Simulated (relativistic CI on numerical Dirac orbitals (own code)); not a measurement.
# Level scheme of Ho XI

Calculated at this level of theory: Dirac-Coulomb-Breit CI, separate exchange-only KLI orbitals for each configuration, model QED, unscaled Slater integrals (own radial code, finite nucleus).

Configurations in the expansion (outside the closed core [Kr] 4d10): 4f⁹5s², 4f⁷5s²5p², 4f⁹5s5p, 4f¹¹, 4f¹⁰5s, 4f⁸5s²6s, 4f¹⁰5d, 4f¹⁰6s, 4f⁸5s²7s. The list is cut by size and lacks configurations that can hold low levels.

| No. | Configuration | Term | J | E (cm⁻¹) | % | jj configuration (%) |
| --- | --- | --- | --- | --- | --- | --- |
| 41 | 4f⁷(4H°)5p²(3P) | ⁶I° | 7/2 | 90038.1 | 14 | 4f5/2^4 4f7/2^3 5p1/2^2 (25) |
| 42 | 4f⁷(6G°)5p²(3P) | ⁸G° | 9/2 | 90109.7 | 16 | 4f5/2^3 4f7/2^4 5p1/2^2 (36) |
| 43 | 4f⁷(4N°)5p²(1S) | ⁴N° | 23/2 | 90198.2 | 30 | 4f5/2^4 4f7/2^3 5p1/2^2 (52) |
| 44 | 4f⁷(6H°)5p²(3P) | ⁸I° | 5/2 | 90201.7 | 15 | 4f5/2^3 4f7/2^4 5p1/2^2 (37) |
| 45 | 4f⁷(6H°)5p²(1S) | ⁶H° | 15/2 | 90269.7 | 31 | 4f5/2^4 4f7/2^3 5p1/2^2 (32) |
| 46 | 4f⁷(4N°)5p²(1S) | ⁴N° | 21/2 | 91188.9 | 19 | 4f5/2^3 4f7/2^4 5p1/2^2 (52) |
| 47 | 4f⁷5s²5p² | ⁶H° | 11/2 | 91430.5 | 14 | 4f5/2^4 4f7/2^3 5p1/2^2 (30) |
| 48 | 4f⁷(4L°)5p²(1S) | ⁴L° | 13/2 | 91793.4 | 24 | 4f5/2^4 4f7/2^3 5p1/2^2 (51) |
| 49 | 4f⁷5s²5p² | ⁶H° | 7/2 | 91868.8 | 18 | 4f5/2^4 4f7/2^3 5p1/2^2 (30) |
| 50 | 4f⁷(4L°)5p²(1S) | ⁴L° | 15/2 | 92097.2 | 19 | 4f5/2^4 4f7/2^3 5p1/2^2 (48) |
| 51 | 4f⁷(4N°)5p²(3P) | ⁶O° | 17/2 | 92282.3 | 14 | 4f5/2^3 4f7/2^4 5p1/2^2 (47) |
| 52 | 4f⁷(4D°)5p²(3P) | ⁶F° | 3/2 | 92485.0 | 29 | 4f5/2^3 4f7/2^4 5p1/2^2 (51) |
| 53 | 4f⁷(6H°)5p²(1S) | ⁶H° | 9/2 | 92504.5 | 21 | 4f5/2^3 4f7/2^4 5p1/2^2 (34) |
| 54 | 4f⁷(4H°)5p²(3P) | ⁶H° | 11/2 | 93360.7 | 18 | 4f5/2^3 4f7/2^4 5p1/2^2 (38) |
| 55 | 4f⁷(4D°)5p²(3P) | ⁶F° | 1/2 | 94855.0 | 45 | 4f5/2^3 4f7/2^4 5p1/2^2 (52) |
| 56 | 4f⁷(4K°)5p²(1S) | ⁴K° | 11/2 | 95492.4 | 29 | 4f5/2^4 4f7/2^3 5p1/2^2 (48) |
| 57 | 4f⁷(4L°)5p²(3P) | ⁶K° | 19/2 | 96005.1 | 28 | 4f5/2^3 4f7/2^4 5p1/2^2 (70) |
| 58 | 4f⁷(4H°)5p²(3P) | ⁶G° | 13/2 | 96267.0 | 19 | 4f5/2^3 4f7/2^4 5p1/2^2 (41) |
| 59 | 4f⁷(4H°)5p²(3P) | ⁶I° | 9/2 | 97803.9 | 22 | 4f5/2^4 4f7/2^3 5p1/2^2 (35) |
| 60 | 4f⁷(6P°)5p²(3P) | ⁸P° | 5/2 | 98437.1 | 50 | 4f5/2^4 4f7/2^3 5p1/2 5p3/2 (38) |
| 61 | 4f⁷(4G°)5p²(3P) | ⁶H° | 7/2 | 99014.4 | 14 | 4f5/2^4 4f7/2^3 5p1/2^2 (34) |
| 62 | 4f⁷(6P°)5p²(3P) | ⁸D° | 9/2 | 99345.4 | 39 | 4f5/2^5 4f7/2^2 5p1/2 5p3/2 (31) |
| 63 | 4f⁷(4H°)5p²(3P) | ⁶I° | 11/2 | 100319.5 | 16 | 4f5/2^4 4f7/2^3 5p1/2^2 (32) |
| 64 | 4f⁷(6P°)5p²(3P) | ⁸D° | 7/2 | 100414.8 | 44 | 4f5/2^4 4f7/2^3 5p1/2 5p3/2 (38) |
| 65 | 4f⁷5s²5p² | ⁴K° | 17/2 | 100547.3 | 17 | 4f5/2^3 4f7/2^4 5p1/2^2 (50) |
| 66 | 4f⁷(4K°)5p²(1S) | ⁴K° | 15/2 | 100732.0 | 15 | 4f5/2^4 4f7/2^3 5p1/2^2 (42) |
| 67 | 4f⁷(4K°)5p²(3P) | ⁶L° | 13/2 | 101206.8 | 20 | 4f5/2^3 4f7/2^4 5p1/2^2 (54) |
| 68 | 4f⁷(4H°)5p²(1S) | ⁴H° | 7/2 | 101211.7 | 25 | 4f5/2^4 4f7/2^3 5p1/2^2 (28) |
| 69 | 4f⁷(6I°)5p²(3P) | ⁸I° | 5/2 | 101536.9 | 23 | 4f5/2^3 4f7/2^4 5p1/2^2 (29) |
| 70 | 4f⁷(4H°)5p²(3P) | ⁶H° | 9/2 | 101770.0 | 13 | 4f5/2^4 4f7/2^3 5p1/2^2 (25) |
| 71 | 4f⁷(6I°)5p²(3P) | ⁸K° | 13/2 | 102094.4 | 19 | 4f5/2^3 4f7/2^4 5p1/2 5p3/2 (21) |
| 72 | 4f⁷(4S°)5p²(3P) | ⁶P° | 3/2 | 102315.0 | 39 | 4f5/2^5 4f7/2^2 5p1/2^2 (33) |
| 73 | 4f⁷5s²5p² | ⁴G° | 11/2 | 102605.0 | 13 | 4f5/2^3 4f7/2^4 5p1/2^2 (24) |
| 74 | 4f⁷(6I°)5p²(3P) | ⁸K° | 15/2 | 102793.9 | 47 | 4f5/2^3 4f7/2^4 5p1/2 5p3/2 (41) |
| 75 | 4f⁷(6I°)5p²(3P) | ⁸K° | 17/2 | 103029.6 | 48 | 4f5/2^3 4f7/2^4 5p1/2 5p3/2 (42) |
| 76 | 4f⁷5s²5p² | ⁴I° | 9/2 | 103036.1 | 16 | 4f5/2^4 4f7/2^3 5p1/2^2 (42) |
| 77 | 4f⁷(4G°)5p²(1S) | ⁴G° | 5/2 | 103294.3 | 27 | 4f5/2^4 4f7/2^3 5p1/2^2 (42) |
| 78 | 4f⁷(6I°)5p²(3P) | ⁸H° | 11/2 | 103531.4 | 14 | 4f5/2^3 4f7/2^4 5p1/2^2 (30) |
| 79 | 4f⁷(6I°)5p²(3P) | ⁸I° | 9/2 | 103790.5 | 31 | 4f5/2^4 4f7/2^3 5p1/2 5p3/2 (26) |
| 80 | 4f⁷(6I°)5p²(3P) | ⁸K° | 13/2 | 103993.8 | 16 | 4f5/2^3 4f7/2^4 5p1/2^2 (21) |
| 81 | 4f⁷(6I°)5p²(3P) | ⁸I° | 7/2 | 104388.4 | 39 | 4f5/2^4 4f7/2^3 5p1/2 5p3/2 (29) |
| 82 | 4f⁷(6I°)5p²(3P) | ⁸K° | 19/2 | 105028.4 | 43 | 4f5/2^3 4f7/2^4 5p1/2 5p3/2 (37) |
| 83 | 4f⁷(2Q°)5p²(3P) | ⁴R° | 23/2 | 105194.1 | 28 | 4f5/2^3 4f7/2^4 5p1/2^2 (61) |
| 84 | 4f⁷(4I°)5p²(3P) | ⁶K° | 11/2 | 105263.2 | 18 | 4f5/2^4 4f7/2^3 5p1/2^2 (42) |
| 85 | 4f⁷(4I°)5p²(3P) | ⁶K° | 9/2 | 105533.1 | 14 | 4f5/2^4 4f7/2^3 5p1/2^2 (39) |
| 86 | 4f⁷(4I°)5p²(1S) | ⁴I° | 13/2 | 105895.0 | 18 | 4f5/2^3 4f7/2^4 5p1/2^2 (36) |
| 87 | 4f⁷(4G°)5p²(3P) | ⁶H° | 7/2 | 105921.1 | 23 | 4f5/2^3 4f7/2^4 5p1/2^2 (44) |
| 88 | 4f⁷(4F°)5p²(3P) | ⁶G° | 3/2 | 106229.9 | 36 | 4f5/2^2 4f7/2^5 5p1/2^2 (47) |
| 89 | 4f⁷(6I°)5p²(3P) | ⁸I° | 5/2 | 106852.5 | 41 | 4f5/2^4 4f7/2^3 5p1/2 5p3/2 (28) |
| 90 | 4f⁷(4D°)5p²(1S) | ⁴D° | 7/2 | 107720.9 | 14 | 4f5/2^3 4f7/2^4 5p1/2^2 (28) |
| 91 | 4f⁷(4I°)5p²(1S) | ⁴I° | 15/2 | 107866.2 | 23 | 4f5/2^3 4f7/2^4 5p1/2^2 (49) |
| 92 | 4f⁷5s²5p² | ⁴G° | 9/2 | 108446.3 | 13 | 4f5/2^3 4f7/2^4 5p1/2^2 (58) |
| 93 | 4f⁷(2Q°)5p²(3P) | ⁴O° | 25/2 | 108705.5 | 27 | 4f5/2^3 4f7/2^4 5p1/2^2 (96) |
| 94 | 4f⁷(4G°)5p²(1S) | ⁴G° | 11/2 | 108767.1 | 17 | 4f5/2^2 4f7/2^5 5p1/2^2 (45) |
| 95 | 4f⁷(4G°)5p²(3P) | ⁶H° | 5/2 | 109256.2 | 20 | 4f5/2^3 4f7/2^4 5p1/2^2 (48) |
| 96 | 4f⁷(4I°)5p²(1S) | ⁴I° | 15/2 | 109309.6 | 19 | 4f5/2^4 4f7/2^3 5p1/2^2 (45) |
| 97 | 4f⁷(6D°)5p²(3P) | ⁸F° | 9/2 | 109620.2 | 42 | 4f5/2^4 4f7/2^3 5p1/2 5p3/2 (32) |
| 98 | 4f⁷(6D°)5p²(3P) | ⁸D° | 3/2 | 109786.4 | 71 | 4f5/2^4 4f7/2^3 5p1/2 5p3/2 (37) |
| 99 | 4f⁷(6P°)5p²(3P) | ⁸D° | 7/2 | 109978.7 | 14 | 4f5/2^2 4f7/2^5 5p1/2^2 (21) |
| 100 | 4f⁷(6D°)5p²(3P) | ⁸D° | 11/2 | 109989.5 | 34 | 4f5/2^3 4f7/2^4 5p1/2 5p3/2 (30) |
| 101 | 4f⁷(6D°)5p²(3P) | ⁸D° | 5/2 | 110064.8 | 30 | 4f5/2^4 4f7/2^3 5p1/2 5p3/2 (20) |
| 102 | 4f⁷(6P°)5p²(3P) | ⁸D° | 7/2 | 110619.2 | 12 | 4f5/2^2 4f7/2^5 5p1/2^2 (18) |
| 103 | 4f⁷(6D°)5p²(3P) | ⁸D° | 5/2 | 111237.2 | 21 | 4f5/2^3 4f7/2^4 5p1/2 5p3/2 (19) |
| 104 | 4f⁷(4K°)5p²(1S) | ⁴K° | 13/2 | 111290.4 | 15 | 4f5/2^3 4f7/2^4 5p1/2^2 (42) |
| 105 | 4f⁷(4M°)5p²(1S) | ⁴M° | 15/2 | 111306.7 | 26 | 4f5/2^4 4f7/2^3 5p1/2^2 (51) |
| 106 | 4f⁷(4M°)5p²(1S) | ⁴M° | 19/2 | 111561.4 | 18 | 4f5/2^4 4f7/2^3 5p1/2^2 (65) |
| 107 | 4f⁷(4D°)5p²(3P) | ⁶F° | 3/2 | 111909.3 | 28 | 4f5/2^4 4f7/2^3 5p1/2^2 (32) |
| 108 | 4f⁷5s²5p² | ⁴M° | 17/2 | 112093.1 | 16 | 4f5/2^4 4f7/2^3 5p1/2^2 (51) |
| 109 | 4f⁷(4D°)5p²(3P) | ⁶F° | 1/2 | 112182.2 | 45 | 4f5/2^4 4f7/2^3 5p1/2^2 (35) |
| 110 | 4f⁷5s²5p² | ⁴K° | 11/2 | 112493.8 | 16 | 4f5/2^3 4f7/2^4 5p1/2^2 (46) |

Energies count from the lowest computed level; ° marks odd parity. Percentages are summed over parent terms; the parents shown are those of the largest component, closed shells are left out there. Filled j subshells are mostly left out of the jj labels.

The mean weight of the leading LS term, summed over parents, in these 70 levels is 25 %, and that of the leading jj configuration (from the same eigenvectors) 39 %, so jj coupling describes them better and the LS labels are nominal.

At this charge energies of transitions that change n are usually good to better than 1 %, and those within a shell (Δn = 0) to a few per cent. Terms inside the open d or f shell come out 10 to 20 % too wide with unscaled integrals. Levels and lines within the n = 5 or 6 shells can be off by up to 10 % or somewhat more, and those that change n by about 2 %, since core polarisation is missing. The computed lowest level isn't the tabulated ground level, which NIST ASD gives as 4f9 5s2 °.

LS names give the leading component of a level, which can be under half, so a name can repeat, a term be missing and a line seem to break the LS rules.
